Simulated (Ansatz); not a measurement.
CH₇OPSi, SMILES `C[SiH2]OP`, relaxed with RKS PBE-D4/def2-SVP in Ansatz from a rough embedded geometry. The force threshold is 0.03 eV/Å; the program also tests the step.

The species carries charge 0 and has multiplicity 1.

Start:

```xyz
11

C     1.628   -0.334    0.269
Si    0.309    0.476   -0.626
O    -1.001    0.782    0.308
P    -1.982   -0.479    0.671
H     1.384   -1.362    0.645
H     2.017    0.236    1.160
H     2.541   -0.475   -0.354
H    -0.101   -0.316   -1.777
H     0.830    1.811   -1.149
H    -2.917    0.140    1.418
H    -2.707   -0.477   -0.566
```

```tsv
step	energy (eV)	largest force (eV/Å)	largest move (Å)
1	-20345.0911	2.369	0.000
2	-20345.4333	1.145	0.146
3	-20345.5293	0.126	0.092
4	-20345.5382	0.078	0.081
5	-20345.5441	0.112	0.123
6 (rejected)	-20345.5428	0.317	0.163
7	-20345.5490	0.072	0.081
8	-20345.5511	0.109	0.096
9	-20345.5520	0.081	0.018
10	-20345.5537	0.009	0.066
11 (rejected)	-20345.5515	0.360	0.172
12	-20345.5549	0.058	0.084
13 (rejected)	-20345.5545	0.183	0.098
14	-20345.5556	0.039	0.047
15	-20345.5561	0.048	0.049
16	-20345.5562	0.145	0.073
17	-20345.5567	0.081	0.011
18	-20345.5571	0.015	0.020
19	-20345.5575	0.007	0.043
20 (rejected)	-20345.5503	0.478	0.193
21	-20345.5579	0.073	0.084
22	-20345.5582	0.048	0.030
23	-20345.5585	0.021	0.030
```

End:

```xyz
11

C     1.651   -0.316    0.358
Si    0.419    0.481   -0.816
O    -1.098    0.668   -0.081
P    -2.064   -0.621    0.423
H     1.319   -1.335    0.646
H     1.767    0.287    1.282
H     2.647   -0.405   -0.124
H     0.288   -0.350   -2.069
H     0.840    1.875   -1.183
H    -2.449   -0.099    1.718
H    -3.320   -0.185   -0.153
```

It took 24 s on 4 threads of an Arm Neoverse V1 on a shared host, with 0.15 GiB of host memory at the peak.
